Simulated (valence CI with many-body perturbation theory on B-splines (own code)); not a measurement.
Isoelectronic trend, 24 electrons, Ga7+ to Pd22+

Level of theory: valence CI with perturbative core correlation (CI+MBPT): six valence electrons over a frozen Dirac-Fock core [Ar], a basis of 7 s, 7 p, 8 d, 6 f, 4 g, 1 h functions for each j, with the one-electron correlation potential Σ1, the two-electron term Σ2, the three-electron term Σ3, Breit, model QED; selected CI, second order for the rest, scaled by the run's own slope (own B-spline code, finite nucleus). Basis and details of the method differ along the sequence, and some ions are missing.

Excitation energies in eV above the lowest level of each ion. Labels name the leading LS component, so a column can jump where levels mix; a blank means that no level of the computed list carries the label, and where several do, the lowest of them is shown. The ionisation energies from NIST are mostly theoretical or semi-empirical. By estimate, terms of the open shell hold to 2 to 4 % up to charges of about 25 and to about 1 % beyond; near the neutral end and where shells cross, configurations can be misplaced by 0.1 to 0.6 eV.

```tsv
Ion	Lowest level	IE (eV)	IE, NIST (eV)	3d⁶ ⁵D_3	3d⁶ ⁵D_0	3d⁶ ³H_5	3d⁶ ³F_3	3d⁶ ³G_5	3d⁶ ³P_1	3d⁶ ³G_4
Ga7+	3d⁶ ⁵D_4	168.39	169.9 ± 1.7	0.2445	0.5453	4.499	4.960	5.514	5.065	5.742
As9+	3d⁶ ⁵D_4	247.31	247 ± 2.2	0.3885	0.8406	5.306	5.853	6.546	6.159	6.888
Se10+	3d⁶ ⁵D_4	291.52	291 ± 2.4	0.4802	1.004	5.720	6.313	7.099	6.737	7.496
Br11+	3d⁶ ⁵D_4	338.89	338 ± 2.5	0.5874	1.202	6.126	6.778	7.669	7.364	8.124
Kr12+	3d⁶ ⁵D_4	389.4	391 ± 4	0.7118	1.425	6.537	7.255	8.270	8.063	8.779
Rb13+	3d⁶ ⁵D_4	443.03	443 ± 3	0.8569	1.677	6.951	7.748	8.908	8.788	9.463
Sr14+	3d⁶ ⁵D_4	499.77	499 ± 3	1.025	1.958	7.374	8.258	9.589	9.565	10.18
Zr16+	3d⁶ ⁵D_4	622.54	622 ± 3	1.439	2.618	8.246	9.344	11.10	11.23	11.72
Nb17+	3d⁶ ⁵D_4	688.57	688 ± 3	1.692	2.998	8.704	9.928	11.95	12.16	12.55
Mo18+	3d⁶ ⁵D_4	757.69	758 ± 3	1.982	3.414	9.182	10.54	12.87	13.14	13.43
Tc19+	3d⁶ ⁵D_4	829.91	829 ± 4	2.312	3.875	9.581	11.20	13.76	14.18	14.36
Ru20+	3d⁶ ⁵D_4	905.2	905 ± 4	2.686	4.364	10.11	11.89	14.83	17.82	15.35
Rh21+	3d⁶ ⁵D_4	983.66	984 ± 4	3.112	4.977	10.76	12.61	16.09	19.39	16.38
Pd22+	3d⁶ ⁵D_4	1065.1	1065 ± 4	3.593	5.541	11.37	13.41	17.38	21.05	17.51
```

Q: Does the computed ground configuration or its J change in this range?

A: No, it stays 3d⁶ with J = 4; its leading component is 99 % ⁵D at the start and 83 % ⁵D at the end, where the leading jj configuration holds 54 %.

Shares of the ionisation energy in eV, for some of the ions:

```csv
Ion,Σ1,Σ2,Σ3,Breit,QED
Ga7+,1.66,6.33,0.104,-0.00881,0.00761
Se10+,1.88,7.78,0.141,-0.0360,0.0126
Kr12+,1.98,8.53,0.163,-0.0626,0.0165
Sr14+,2.06,9.16,0.183,-0.0949,0.0207
Nb17+,2.14,9.95,0.201,-0.162,0.0281
Tc19+,2.18,10.4,0.217,-0.219,0.0338
Rh21+,2.21,10.8,0.319,-0.286,0.0398
```
